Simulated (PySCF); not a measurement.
PySCF input file for C2H5ClOSi, SMILES C(O[SiH2]Cl)=C, TDDFT-CAM-B3LYP/def2-SVPD. Geometry: B3LYP-D3(BJ)/def2-SVP. The geometry has at least one imaginary mode, so it is a saddle point at that level. This is a generated structure with no PubChem entry under its InChIKey; it may be hypothetical. Other conformers were not sampled.

```python
import numpy as np
from pyscf import gto, scf, dft, tdscf

mol = gto.M(
    atom='''
    C     0.60506344    3.11114568   -0.00000000
    C    -0.24037760    2.08018874   -0.00000000
    O     0.18288700    0.78508643    0.00000000
    Si   -0.75237767   -0.59506491    0.00000000
    Cl    0.55789233   -2.18248581   -0.00000000
    H     1.68559605    2.95216258    0.00000000
    H     0.21715323    4.13037676   -0.00000000
    H    -1.32869158    2.23212519   -0.00000000
    H    -1.58807554   -0.65509749    1.22588793
    H    -1.58807554   -0.65509749   -1.22588792
    ''',
    basis='def2-SVPD',
    charge=0,
    spin=0,
    symmetry=True,
    max_memory=1600,
    verbose=4,
)
mf = dft.RKS(mol, xc='cam-b3lyp').density_fit(auxbasis='def2-universal-jkfit')
mf.grids.level = 3
mf.conv_tol = 1e-9
mf.max_cycle = 100
mf.kernel()
mf.grids = dft.Grids(mol).set(level=1).build(with_non0tab=True)  # coarser grid for the response kernel
td = tdscf.TDDFT(mf)
td.singlet = True
td.nstates = 10
td.conv_tol = 1e-4
td.positive_eig_threshold = 1e-6
td.kernel(x0=td.get_init_guess(mf, 15))
td.analyze()
tt = tdscf.TDA(mf)
tt.singlet = False
tt.nstates = 4
tt.conv_tol = 1e-4
tt.positive_eig_threshold = 1e-6
tt.kernel(x0=tt.get_init_guess(mf, 9))
tt.analyze(verbose=3)
```

Program output:

```
PySCF version 2.14.0

[INPUT] verbose = 4
[INPUT] num. atoms = 10
[INPUT] num. electrons = 56
[INPUT] charge = 0
[INPUT] spin (= nelec alpha-beta = 2S) = 0
[INPUT] symmetry True subgroup None
[INPUT] Mole.unit = angstrom
[INPUT] Symbol           X                Y                Z      unit          X                Y                Z       unit  Magmom
[INPUT]  1 C      0.605063440000   3.111145680000   0.000000000000 AA    1.143404189587   5.879213268824   0.000000000000 Bohr   0.0
[INPUT]  2 C     -0.240377600000   2.080188740000   0.000000000000 AA   -0.454247830480   3.930987006004   0.000000000000 Bohr   0.0
[INPUT]  3 O      0.182887000000   0.785086430000   0.000000000000 AA    0.345606341743   1.483598336813   0.000000000000 Bohr   0.0
[INPUT]  4 Si    -0.752377670000  -0.595064910000   0.000000000000 AA   -1.421787738538  -1.124509706239   0.000000000000 Bohr   0.0
[INPUT]  5 Cl     0.557892330000  -2.182485810000   0.000000000000 AA    1.054263710695  -4.124300451650   0.000000000000 Bohr   0.0
[INPUT]  6 H      1.685596050000   2.952162580000   0.000000000000 AA    3.185314891149   5.578778751389   0.000000000000 Bohr   0.0
[INPUT]  7 H      0.217153230000   4.130376760000   0.000000000000 AA    0.410360131765   7.805280867668   0.000000000000 Bohr   0.0
[INPUT]  8 H     -1.328691580000   2.232125190000   0.000000000000 AA   -2.510863190216   4.218105284843   0.000000000000 Bohr   0.0
[INPUT]  9 H     -1.588075540000  -0.655097490000   1.225887930000 AA   -3.001027835721  -1.237954840990   2.316592447110 Bohr   0.0
[INPUT] 10 H     -1.588075540000  -0.655097490000  -1.225887920000 AA   -3.001027835721  -1.237954840990  -2.316592428213 Bohr   0.0

nuclear repulsion = 268.044507677053
point group symmetry = Cs
symmetry origin: [-3.71196198e-09 -1.58603289e-17  3.37451099e-10]
symmetry axis x: [ 1.00000000e+00 -1.13755342e-09 -6.99001164e-10]
symmetry axis y: [-1.13755342e-09 -1.00000000e+00  3.21895361e-11]
symmetry axis z: [6.99001164e-10 3.21895636e-11 1.00000000e+00]
num. orbitals of irrep A' = 106
num. orbitals of irrep A" = 48
number of shells = 66
number of NR pGTOs = 230
number of NR cGTOs = 154
basis = def2-SVPD
ecp = {}


******** <class 'pyscf.df.df_jk.DFSymAdaptedRKS'> ********
method = DFSymAdaptedRKS
initial guess = minao
damping factor = 0
level_shift factor = 0
DIIS = <class 'pyscf.scf.diis.CDIIS'>
diis_start_cycle = 1
diis_space = 8
diis_damp = 0
SCF conv_tol = 1e-09
SCF conv_tol_grad = None
SCF max_cycles = 100
direct_scf = False
XC library pyscf.dft.libxc version 7.1.2
    S. Lehtola, C. Steigemann, M. J. T. Oliveira, and M. A. L. Marques,  SoftwareX 7, 1–5 (2018)
XC functionals = cam-b3lyp
    T. Yanai, D. P. Tew, and N. C. Handy,  Chem. Phys. Lett. 393, 51 (2004)
radial grids:
    Treutler-Ahlrichs [JCP 102, 346 (1995); DOI:10.1063/1.469408] (M4) radial grids

becke partition: Becke, JCP 88, 2547 (1988); DOI:10.1063/1.454033
pruning grids: <function nwchem_prune>
grids dens level: 3
symmetrized grids: True
atomic radii adjust function: <function treutler_atomic_radii_adjust>
small_rho_cutoff = 0
Freeze 0 electrons in irreps []
    56 free electrons in irreps A' A"
Set gradient conv threshold to 3.16228e-05
Initial guess from minao.
tot grids = 129424
******** <class 'pyscf.df.df.DF'> ********
auxbasis = def2-universal-jkfit
Create RSH-DF object <pyscf.df.df.DF object> for omega=0.33
******** <class 'pyscf.df.df.DF'> ********
auxbasis = auxmol.basis = def2-universal-jkfit
init E= -904.205327915494
HOMO (A") = -0.286429990790875  LUMO (A") = -0.0258280334074548  gap/eV = 7.09134
cycle= 1 E= -903.715787046033  delta_E= 0.49  |g|= 0.639  |ddm|= 4.26
HOMO (A") = -0.259178875059678  LUMO (A') = 0.00491184597542649  gap/eV = 7.18627
cycle= 2 E= -903.680707039869  delta_E= 0.0351  |g|= 0.805  |ddm|= 1.59
HOMO (A") = -0.314029571443166  LUMO (A') = 0.0232779619599559  gap/eV = 9.17861
cycle= 3 E= -903.802350056396  delta_E= -0.122  |g|= 0.0805  |ddm|= 0.767
HOMO (A") = -0.313378583687666  LUMO (A') = 0.0289694943178196  gap/eV = 9.31577
cycle= 4 E= -903.80347900883  delta_E= -0.00113  |g|= 0.0372  |ddm|= 0.135
HOMO (A") = -0.312802645304023  LUMO (A') = 0.0278250162621805  gap/eV = 9.26895
cycle= 5 E= -903.80382465888  delta_E= -0.000346  |g|= 0.00925  |ddm|= 0.0543
HOMO (A") = -0.312743744514634  LUMO (A') = 0.0278198618941277  gap/eV = 9.26721
cycle= 6 E= -903.803844613048  delta_E= -2e-05  |g|= 0.00212  |ddm|= 0.0138
HOMO (A") = -0.312874298309791  LUMO (A') = 0.0278337383789427  gap/eV = 9.27114
cycle= 7 E= -903.803845914113  delta_E= -1.3e-06  |g|= 0.000398  |ddm|= 0.0039
HOMO (A") = -0.312840568876717  LUMO (A') = 0.027858421462625  gap/eV = 9.27089
cycle= 8 E= -903.803845973265  delta_E= -5.92e-08  |g|= 9.24e-05  |ddm|= 0.00105
HOMO (A") = -0.312860885300815  LUMO (A') = 0.0278557164761066  gap/eV = 9.27137
cycle= 9 E= -903.803845976257  delta_E= -2.99e-09  |g|= 3.52e-05  |ddm|= 0.000257
HOMO (A") = -0.312854031990933  LUMO (A') = 0.0278576160645456  gap/eV = 9.27124
cycle= 10 E= -903.803845976673  delta_E= -4.16e-10  |g|= 7.68e-06  |ddm|= 8.38e-05
HOMO (A") = -0.312855956126112  LUMO (A') = 0.0278584970836069  gap/eV = 9.27131
Extra cycle  E= -903.80384597668  delta_E= -7.28e-12  |g|= 5.97e-06  |ddm|= 2.77e-05
converged SCF energy = -903.80384597668
tot grids = 40632
Overwritten attributes  positive_eig_threshold  of <class 'pyscf.tdscf.rks.TDDFT'>


******** <class 'pyscf.tdscf.rks.TDDFT'> for <class 'pyscf.df.df_jk.DFSymAdaptedRKS'> ********
nstates = 10 singlet
deg_eia_thresh = 1.000e-03
wfnsym = None
conv_tol = 0.0001
eigh lindep = 1e-12
eigh level_shift = 0
eigh max_cycle = 100


Excitation energies (eV)
[6.31322605 6.78721669 6.93516946 7.30987562 7.58642494 7.73305952
 7.94987284 8.22351556 8.30508839 8.33425868]

** Singlet excitation energies and oscillator strengths **
Excited State   1:   A"      6.31323 eV    196.39 nm  f=0.0074
      28 -> 29       -0.64872
      28 -> 30       -0.19724
      28 -> 33       -0.10794
Excited State   2:   A"      6.78722 eV    182.67 nm  f=0.0095
      28 -> 29        0.20543
      28 -> 30       -0.61088
      28 -> 32        0.20498
      28 -> 34       -0.11124
Excited State   3:  ???      6.93517 eV    178.78 nm  f=0.4856
      28 -> 31       -0.69560
Excited State   4:   A"      7.30988 eV    169.61 nm  f=0.0311
      28 -> 32        0.44077
      28 -> 33        0.44727
      28 -> 34        0.21739
Excited State   5:   A"      7.58642 eV    163.43 nm  f=0.0039
      28 -> 30        0.20809
      28 -> 32        0.44296
      28 -> 33       -0.47723
Excited State   6:   A"      7.73306 eV    160.33 nm  f=0.0182
      27 -> 29        0.60547
      27 -> 30       -0.12782
      28 -> 34       -0.18992
      28 -> 36        0.18407
Excited State   7:   A"      7.94987 eV    155.96 nm  f=0.0026
      27 -> 29       -0.25087
      28 -> 34       -0.36334
      28 -> 36        0.45166
      28 -> 37        0.17738
      28 -> 42        0.10297
Excited State   8:  ???      8.22352 eV    150.77 nm  f=0.0001
      25 -> 31       -0.17029
      27 -> 30       -0.50890
      27 -> 32        0.35600
      27 -> 33        0.14104
      28 -> 36        0.11051
Excited State   9:  ???      8.30509 eV    149.29 nm  f=0.0001
      23 -> 31       -0.14200
      25 -> 31       -0.64806
      27 -> 30        0.14108
Excited State  10:  ???      8.33426 eV    148.76 nm  f=0.0293
      26 -> 29       -0.62731
      26 -> 30        0.21423
      26 -> 34       -0.12590

** Transition electric dipole moments (AU) **
state          X           Y           Z        Dip. S.      Osc.
  1        -0.0000      0.0000     -0.2182      0.0476      0.0074
  2         0.0000     -0.0000     -0.2389      0.0571      0.0095
  3         0.8144      1.4816     -0.0000      2.8582      0.4856
  4         0.0000     -0.0000      0.4166      0.1736      0.0311
  5         0.0000     -0.0000      0.1446      0.0209      0.0039
  6        -0.0000      0.0000     -0.3097      0.0959      0.0182
  7        -0.0000      0.0000      0.1151      0.0133      0.0026
  8         0.0000      0.0000      0.0215      0.0005      0.0001
  9         0.0000      0.0000     -0.0258      0.0007      0.0001
 10         0.3782      0.0171     -0.0000      0.1433      0.0293

** Transition velocity dipole moments (imaginary part, AU) **
state          X           Y           Z        Dip. S.      Osc.
  1         0.0000     -0.0000     -0.0641      0.0041      0.0118
  2        -0.0000     -0.0000     -0.0697      0.0049      0.0130
  3         0.2059      0.3760      0.0000      0.1838      0.4807
  4        -0.0000     -0.0000      0.1300      0.0169      0.0419
  5         0.0000      0.0000      0.0337      0.0011      0.0027
  6         0.0000     -0.0000     -0.0901      0.0081      0.0190
  7        -0.0000     -0.0000      0.0288      0.0008      0.0019
  8         0.0000     -0.0000      0.0131      0.0002      0.0004
  9         0.0000     -0.0000     -0.0109      0.0001      0.0003
 10         0.1151      0.0048     -0.0000      0.0133      0.0289

** Transition magnetic dipole moments (imaginary part, AU) **
state          X           Y           Z
  1         0.2501      0.0078     -0.0000
  2         0.5365      0.5638     -0.0000
  3        -0.0000      0.0000      1.0619
  4        -0.9700      0.2832     -0.0000
  5         0.3166     -0.2740      0.0000
  6        -0.8969     -0.5516     -0.0000
  7         0.4968      0.0429     -0.0000
  8         0.4303     -0.7969      0.0000
  9        -0.3093      1.3990      0.0000
 10        -0.0000     -0.0000     -0.7584
Overwritten attributes  positive_eig_threshold  of <class 'pyscf.tdscf.rks.TDA'>


******** <class 'pyscf.tdscf.rks.TDA'> for <class 'pyscf.df.df_jk.DFSymAdaptedRKS'> ********
nstates = 4 triplet
deg_eia_thresh = 1.000e-03
wfnsym = None
conv_tol = 0.0001
eigh lindep = 1e-12
eigh level_shift = 0
eigh max_cycle = 100


Excitation energies (eV)
[4.17148993 6.206005   6.62039691 7.13653951]

** Triplet excitation energies and oscillator strengths **
Excited State   1:   A'      4.17149 eV    297.22 nm  f=0.0000
Excited State   2:   A"      6.20600 eV    199.78 nm  f=0.0000
Excited State   3:   A"      6.62040 eV    187.28 nm  f=0.0000
Excited State   4:   A"      7.13654 eV    173.73 nm  f=0.0000
```

Self-consistency was reached.
